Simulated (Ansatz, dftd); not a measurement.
Reaction: BBr3 (SMILES BrB(Br)Br) → BBr2 (SMILES Br[B]Br, doublet) + Br (doublet) (the B-Br bond breaks)
Each species at its own B3LYP-D3(BJ)/def2-TZVP minimum (Ansatz, an electronic-structure program).

Property: bond dissociation energy (electronic), in kcal/mol. Radicals and triplets start from unrestricted determinants; spin-orbit coupling is neglected. Correlated methods leave the cores frozen (noble-gas shells, and filled d and f shells in the p block). No relativity. CBS(X,Y): correlation extrapolated as X^-3, Hartree-Fock from the larger set (Q,5: extrapolated as (X+1)exp(-9√X)). A bracket is a step between two methods taken in the basis named. Double hybrids freeze cores in their MP2 part. Spin-orbit terms, left out, reach several kcal/mol for Br and I, and more for heavier atoms.

```csv
level,program,bond dissociation energy (kcal/mol),difference against the last row
PBE0-D3(BJ)/def2-TZVPD,Ansatz + dftd3,102.1,-0.5
PBE0/def2-TZVPD,Ansatz,100.6,-2.0
r2SCANh/def2-TZVPD,Ansatz,99.4,-3.2
B2PLYP-D3(BJ)/def2-TZVPD,Ansatz + dftd3,100.9,-1.7
B2GP-PLYP/def2-TZVPD,Ansatz,100.0,-2.6
CCSD(T)/cc-pVQZ,Ansatz,101.2,-1.4
"CCSD(T)/CBS(cc-pVTZ,cc-pVQZ)",Ansatz,102.8,0.2
CCSDT(Q)/cc-pVTZ,Ansatz,98.8,-3.8
"CCSD(T)/CBS(cc-pVQZ,cc-pV5Z) + [CCSDT(Q) - CCSD(T)]/cc-pVDZ",Ansatz,102.8,0.2
"CCSD(T)/CBS(cc-pVQZ,cc-pV5Z) + [CCSDT(Q) - CCSD(T)]/cc-pVTZ",Ansatz,102.6,0.0
```
